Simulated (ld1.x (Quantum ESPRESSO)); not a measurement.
## Scattering properties, TM potential for palladium

* Element: palladium
* Generator: ld1.x (Quantum ESPRESSO) 7.5
* Type: norm-conserving Troullier–Martins (Kleinman–Bylander form)
* Functional: PBE
* Relativity: scalar-relativistic
* Frozen core: [Kr]
* Valence charge: 10
* Reference configuration: 4d10 5s0 5p0
* Partial waves: 5s (bound, empty): rc 2.00 bohr; 5p (bound, empty): rc 3.80 bohr; 4d (bound): rc 2.00 bohr
* Local potential: the d channel
* Core correction: none

The phase is arctan(r·u′/u) with u = r·R(r), unwrapped; energies in Ry, scanned from -2 to 5 Ry. A pole is an energy at which the radial function vanishes at the test radius. The pseudo phase is shifted by a multiple of π to meet the all-electron one at the reference energy, and phase errors are pseudo minus all-electron; the curves can meet again beyond the range given. Levels narrower than the energy grid can be missing from the lists of poles. Where the grid stepped over a known ghost or core level, its pole and its step of π were put in at the level’s energy.

Task: For each channel, where are the poles, and over which energies does the pseudopotential scatter like the atom?

Result:

```json
{"channel": "s", "radius (bohr)": "4.12", "reference energy (Ry)": "-0.24", "poles, all-electron": "0.11, 3.00", "poles, pseudo": "0.11, 2.75", "unbroken range about the reference energy with phases within 0.05 rad": "below 1.1", "phase error 1 Ry above the reference energy (rad)": "-0.009"}
{"channel": "p", "radius (bohr)": "4.12", "reference energy (Ry)": "-0.02", "poles, all-electron": "0.69, 3.75", "poles, pseudo": "-1.42, 0.69, 3.51", "unbroken range about the reference energy with phases within 0.05 rad": "-1.4 to 1.7", "phase error 1 Ry above the reference energy (rad)": "-0.002"}
{"channel": "d", "radius (bohr)": "4.12", "reference energy (Ry)": "-0.30", "poles, all-electron": "-0.27, 1.81", "poles, pseudo": "-0.27, 1.84", "unbroken range about the reference energy with phases within 0.05 rad": "below 2.9", "phase error 1 Ry above the reference energy (rad)": "+0.025"}
```

Note: ghost states, extra bound levels that the all-electron valence spectrum of the same l lacks: s at -78.0 eV, p at -19.4 eV. A true bound ghost makes a file unfit for plane-wave use.

Phases in the s channel:

| E (Ry) | all-electron | pseudo |
| --- | --- | --- |
| -2.00 | 1.385 | 1.385 |
| -1.76 | 1.369 | 1.369 |
| -1.52 | 1.349 | 1.349 |
| -1.28 | 1.321 | 1.321 |
| -1.04 | 1.278 | 1.278 |
| -0.80 | 1.198 | 1.198 |
| -0.56 | 0.988 | 0.987 |
| -0.32 | -0.259 | -0.260 |
| -0.08 | -1.391 | -1.391 |
| 0.16 | -1.601 | -1.602 |
| 0.40 | -1.706 | -1.708 |
| 0.64 | -1.802 | -1.808 |
| 0.88 | -1.941 | -1.957 |
| 1.12 | -2.252 | -2.320 |
| 1.36 | -3.229 | -3.457 |
| 1.60 | -4.143 | -4.239 |
| 1.84 | -4.425 | -4.473 |
| 2.08 | -4.543 | -4.577 |
| 2.32 | -4.610 | -4.639 |
| 2.56 | -4.654 | -4.683 |
| 2.80 | -4.688 | -4.720 |
| 3.04 | -4.716 | -4.755 |
| 3.28 | -4.742 | -4.793 |
| 3.52 | -4.768 | -4.846 |
| 3.76 | -4.795 | -4.936 |
| 4.00 | -4.829 | -5.192 |
| 4.24 | -4.874 | -6.677 |
| 4.48 | -4.946 | -7.529 |
| 4.72 | -5.090 | -7.693 |
| 4.96 | -5.521 | -7.763 |
